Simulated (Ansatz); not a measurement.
Species: H3GeO, charge 0, doublet. H3GeO (SMILES [GeH2][OH], doublet).
B3LYP-D3(BJ)/def2-TZVP minimum from Ansatz (a program for electronic structure):
```
Ge
O 1 1.8001
H 2 0.9631 1 112.91
H 1 1.5508 2 103.09 3 164.38
H 1 1.5625 4 111.46 2 116.11
```
Charge 0, spin multiplicity 2.

Total energies in hartree (Ansatz). UHF or UKS for unpaired electrons; spin-orbit terms are left out. Correlated methods leave the cores frozen (noble-gas shells, and filled d and f shells in the p block). No relativity. For partners of very few electrons the exact lower level stands in for a higher one.

```csv
species,HF/cc-pVTZ,CCSD(T)/cc-pVTZ,HF/cc-pVQZ,CCSD(T)/cc-pVQZ,CCSDT(Q)/cc-pVTZ
"1: H3GeO (SMILES [GeH2][OH], doublet)",-2152.02845,-2152.41120,-2152.03956,-2152.44750,-2152.41246
2: Ge (triplet),-2075.36107,-2075.42794,-2075.36359,-2075.43284,-2075.42848
3: O (triplet),-74.81176,-74.97396,-74.81729,-74.99357,-74.97430
4: H (doublet),-0.49981,-0.49981,-0.49995,-0.49995,-0.49981
```

Task: Work out the atomisation energy (electronic, to ground-state atoms) in kcal/mol: take Hartree-Fock from cc-pVQZ, extrapolate the CCSD(T) correlation energy as X^-3 (X = 3, 4), and add CCSDT(Q) - CCSD(T) in cc-pVTZ. 1 hartree = 627.51 kcal/mol.

Result: 
Species 1: correlation (64·(-0.40794) - 27·(-0.38275))/37 = -0.42632; step -0.00126; E1 = -2152.03956 + (-0.42632) + (-0.00126) = -2152.46714
Species 2: correlation (64·(-0.06925) - 27·(-0.06687))/37 = -0.07099; step -0.00054; E2 = -2075.36359 + (-0.07099) + (-0.00054) = -2075.43512
Species 3: correlation (64·(-0.17628) - 27·(-0.16220))/37 = -0.18655; step -0.00034; E3 = -74.81729 + (-0.18655) + (-0.00034) = -75.00418
Species 4: correlation (64·(0.00000) - 27·(0.00000))/37 = 0.00000; step +0.00000; E4 = -0.49995 + (0.00000) + (+0.00000) = -0.49995
-1·E1 +1·E2 +1·E3 +3·E4 = 0.52799 hartree = 331.3 kcal/mol.
